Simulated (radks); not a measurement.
Removal energies from neutral gadolinium, [Xe] 4f(5/2: 6, 7/2: 2) 6s2, by Delta-SCF beside the eigenvalue of the level emptied. All-electron calculation, Dirac Kohn-Sham, BLYP, spin-unpolarised, spherical densities, finite nucleus; Fermi nuclear charge, rms radius of each element as measured or else 0.836 A^(1/3) + 0.57 fm. Program: a radial shooting solver on a logarithmic mesh with Libxc functionals. Sub-shells are occupied by j as written (lower j first in brackets).

| removed from | final configuration | Delta-SCF (eV) | -eigenvalue (eV) |
|---|---|---|---|
| 6s1/2 | [Xe] 4f(5/2: 6, 7/2: 2) 6s1 | 6.037 | 3.534 |
| 4f7/2 | [Xe] 4f(5/2: 6, 7/2: 1) 6s2 | 9.039 | 2.206 |
| 4f5/2 | [Xe] 4f(5/2: 5, 7/2: 2) 6s2 | 9.795 | 2.900 |
| 5p3/2 | [Kr] 4d10 4f(5/2: 6, 7/2: 2) 5s2 5p(1/2: 2, 3/2: 3) 6s2 | 27.908 | 22.820 |
